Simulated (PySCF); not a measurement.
Correlation energy of Xe²⁺ (xenon, charge +2)

[Kr] 4d10 5s2 5p3 5d1, high-spin 5D determinant (an excited configuration). All numbers are calculated (PySCF 2.14, scalar relativity through the core potential, in aug-cc-pwCVTZ-PP with ECP28MDF (8s7p6d4f1g, 96 functions)). Frozen: 4s2 4p6 4d10; 6 electrons correlated.

| level | correlation energy (mhartree) |
| --- | --- |
| CCSD | -95.37 |
| (T) | -2.49 |
| CCSD(T) | -97.86 |

Diagnostics: T1 = 0.0049, D1 = 0.0112, largest double amplitude 0.048.

The outer electron is Rydberg-like, and this basis confines it to a smaller radius and binds it less than a complete one would.

Cost of the coupled-cluster step: about 21 core-seconds, for 6 correlated electrons.

Iterations:

```
CC2 = 0
CCSD nocc = (np.int64(5), np.int64(1)), nmo = (87, 87)
frozen orbitals [[0, 1, 2, 3, 4, 5, 6, 7, 8], [0, 1, 2, 3, 4, 5, 6, 7, 8]]
max_cycle = 100
direct = 0
conv_tol = 1e-08
conv_tol_normt = 1e-06
diis_space = 8
diis_start_cycle = 0
Init t2, MP2 energy = -0.0805341590286913
Init E_corr(UCCSD) = -0.0805341590288539
cycle = 1  E_corr(UCCSD) = -0.0921522457826613  dE = -0.0116180868  norm(t1,t2) = 0.0351609
cycle = 2  E_corr(UCCSD) = -0.0944880996054111  dE = -0.00233585382  norm(t1,t2) = 0.010211
cycle = 3  E_corr(UCCSD) = -0.0953932691577731  dE = -0.000905169552  norm(t1,t2) = 0.00363475
cycle = 4  E_corr(UCCSD) = -0.0953681381907717  dE = 2.5130967e-05  norm(t1,t2) = 0.000457841
cycle = 5  E_corr(UCCSD) = -0.0953692434824142  dE = -1.10529164e-06  norm(t1,t2) = 7.00044e-05
cycle = 6  E_corr(UCCSD) = -0.0953690792541955  dE = 1.64228219e-07  norm(t1,t2) = 1.07685e-05
cycle = 7  E_corr(UCCSD) = -0.0953691823771962  dE = -1.03123001e-07  norm(t1,t2) = 1.59241e-06
cycle = 8  E_corr(UCCSD) = -0.0953691623937017  dE = 1.99834946e-08  norm(t1,t2) = 2.70839e-07
cycle = 9  E_corr(UCCSD) = -0.0953691623278073  dE = 6.58943733e-11  norm(t1,t2) = 6.95054e-08
UCCSD converged
E(UCCSD) = -326.7746157366598  E_corr = -0.09536916232780732
UCCSD(T) correction = -0.00248755307835644
```
